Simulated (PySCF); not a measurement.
# Orbital picture of TeSe

PBE0 at R = 2.358 Å; Te cc-pVTZ-PP with ECP28, Se cc-pVTZ-PP with ECP10; scalar-relativistic core potentials (PySCF 2.14). State: ³Σ⁻ (triplet), unpaired electrons π ↑↑. Only the outer orbitals are listed, counted within each symmetry, core potentials removing the inner ones.

```tsv
spin	orbital	occ.	ε (eV)	on Te (%)	main shells (%)
α	7σ	1	-20.84	30	68 Se s, 26 Te s
α	8σ	1	-16.86	69	68 Te s, 26 Se s
α	9σ	1	-9.65	49	48 Se p, 44 Te p
α	5π	1	-8.99	45	54 Se p, 45 Te p
α	5π	1	-8.99	45	54 Se p, 45 Te p
α	6π	1	-6.56	56	54 Te p, 44 Se p
α	6π	1	-6.56	56	54 Te p, 44 Se p
α	10σ	0	-1.40	64	62 Te p, 42 Se p
α	11σ	0	2.53	92	84 Te s
α	7π	0	4.86	72	61 Te d, 25 Se d, 11 Te p
β	7σ	1	-20.03	32	64 Se s, 27 Te s
β	8σ	1	-15.58	66	65 Te s, 29 Se s
β	9σ	1	-9.22	49	46 Se p, 43 Te p
β	5π	1	-7.73	46	53 Se p, 44 Te p
β	5π	1	-7.73	46	53 Se p, 44 Te p
β	6π	0	-3.67	56	55 Te p, 44 Se p
β	6π	0	-3.67	56	55 Te p, 44 Se p
β	10σ	0	-0.97	64	63 Te p, 42 Se p
```

Problem. Which are the highest filled and the lowest empty level, where do they sit, and how wide is the gap?

Solution. Highest filled α 6π at -6.56 eV (in %: 54 Te p, 44 Se p); lowest empty β 6π at -3.67 eV (in %: 55 Te p, 44 Se p); the gap at PBE0 is 2.89 eV. Both belong to one degenerate shell, split only by its one-sided filling, so this is no excitation gap.

```
bond order (Mayer)                               : 2.05
⟨S²⟩                                             : 2.009
charge on Te (Mulliken, basis-dependent)         : 0.10
charge on Te (Löwdin, basis-dependent)           : 0.09
dipole moment (positive dipole means Te(−)Se(+)) : -0.92 D
polarisability along the bond                    : 98.8 bohr³
polarisability across the bond                   : 42.3 bohr³
```

Spin–orbit coupling is left out. The state was picked by a PBE0 search and need not be the measured ground state.
